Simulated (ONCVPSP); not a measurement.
## Logarithmic derivatives: Os (Z = 76), ONCV

ONCVPSP 4.0.1 input, shortened (lines: element, Z, core and valence counts, functional; n l f; lmax; l rc ep ncon nbas qcut; lloc lpopt rc5 dvloc0; l nproj debl; icmod fcfact rcfact), PBEsol, scalar-relativistic:

```
  Os 76.00   11    3  -116133      upf
    1    0    2.00
    2    0    2.00
    2    1    6.00
    3    0    2.00
    3    1    6.00
    3    2   10.00
    4    0    2.00
    4    1    6.00
    4    2   10.00
    4    3   14.00
    5    0    2.00
    5    1    6.00
    5    2    6.00
    6    0    2.00
    2
    0    2.60    0.00    4    8    2.50
    1    1.75    0.00    4    9    8.70
    2    1.60    0.00    4    8    5.50
    4    4    1.55    2.00
    0    2    3.20
    1    3    2.50
    2    1    0.50
    3    3.50    1.04
```

The phase is arctan(r·R′/R) of the radial function R(r), unwrapped; energies in Ha, scanned from -3 to 5 Ha. A pole is an energy at which the radial function vanishes at the test radius. The pseudo phase is shifted by a multiple of π to meet the all-electron one at the reference energy, and phase errors are pseudo minus all-electron; the curves can meet again beyond the range given. Levels narrower than the energy grid can be missing from the lists of poles.

```
channel  radius (bohr)  reference energy (Ha)  poles, all-electron  poles, pseudo  unbroken range about the reference energy with phases within 0.05 rad  phase error 1 Ha above the reference energy (rad)
      s           2.64                  -0.23                 0.86     0.82, 2.29                                                              below 1.8                                             -0.006
      p           1.78                  -1.87                -1.35          -1.35                                                        the whole range                                             -0.000
      d           1.63                  -0.23                 1.73           1.74                                                        the whole range                                             +0.000
```

Note: no bound ghost flagged; GHOST(+) flagged for s at 60.2 eV, s at 64.4 eV.

Phases in the d channel:

| E (Ha) | all-electron | pseudo |
| --- | --- | --- |
| -2.98 | 1.157 | 1.157 |
| -2.54 | 1.085 | 1.085 |
| -2.10 | 0.972 | 0.972 |
| -1.66 | 0.771 | 0.771 |
| -1.22 | 0.369 | 0.369 |
| -0.78 | -0.321 | -0.321 |
| -0.34 | -0.903 | -0.903 |
| 0.10 | -1.202 | -1.202 |
| 0.54 | -1.362 | -1.362 |
| 0.98 | -1.461 | -1.460 |
| 1.42 | -1.531 | -1.530 |
| 1.86 | -1.586 | -1.585 |
| 2.30 | -1.635 | -1.633 |
| 2.74 | -1.683 | -1.680 |
| 3.18 | -1.734 | -1.730 |
| 3.62 | -1.794 | -1.788 |
| 4.06 | -1.874 | -1.865 |
| 4.50 | -1.995 | -1.977 |
| 4.94 | -2.207 | -2.170 |
